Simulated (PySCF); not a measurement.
Sn(Me)2(Cl) (C2H6ClSn), SMILES [CH3][Sn]([CH3])[Cl], multiplicity 2.

The structure is a stationary point at B3LYP-D3(BJ)/def2-SVP. The multiplicity is an assumed one; no other spin state was optimised. The isomer is the one that the SMILES or the coordinates give; other isomers of the formula were not compared. The def2 effective core potentials stand for the cores of Sn; spin–orbit coupling is left out.

These are B3LYP-D3(BJ)/def2-SVP in PySCF values and carry that method's errors.

Frequencies are harmonic and unscaled.

| mode | ν (cm⁻¹) | IR (km/mol) | moving atoms (share of kinetic energy) |
|---|---|---|---|
| 1 | 48 | 0.1 | H 99 % |
| 2 | 52 | 0.1 | H 98 % |
| 3 | 115 | 0.4 | C 53 %, H 27 %, Cl 12 %, Sn 8 % |
| 4 | 115 | 2.7 | C 40 %, Cl 30 %, H 19 %, Sn 10 % |
| 5 | 133 | 1.9 | C 46 %, H 27 %, Sn 21 % |
| 6 | 340 | 41.9 | Cl 77 %, Sn 21 % |
| 7 | 454 | 10.8 | C 75 %, H 16 %, Sn 8 % |
| 8 | 480 | 21.6 | C 69 %, H 17 %, Sn 14 % |
| 9 | 658 | 0.1 | H 88 %, C 12 % |
| 10 | 698 | 10.6 | H 85 %, C 14 % |
| 11 | 723 | 28.5 | H 83 %, C 16 % |
| 12 | 773 | 44.3 | H 82 %, C 18 % |
| 13 | 1148 | 11.7 | H 83 %, C 17 % |
| 14 | 1175 | 0.5 | H 84 %, C 16 % |
| 15 | 1413 | 4.0 | H 94 % |
| 16 | 1417 | 2.3 | H 95 % |
| 17 | 1424 | 1.8 | H 94 % |
| 18 | 1433 | 7.6 | H 95 % |
| 19 | 3040 | 6.9 | H 98 % |
| 20 | 3041 | 3.9 | H 98 % |
| 21 | 3152 | 2.1 | H 90 %, C 10 % |
| 22 | 3153 | 5.9 | H 90 %, C 10 % |
| 23 | 3171 | 1.9 | H 90 %, C 10 % |
| 24 | 3171 | 1.2 | H 90 %, C 10 % |
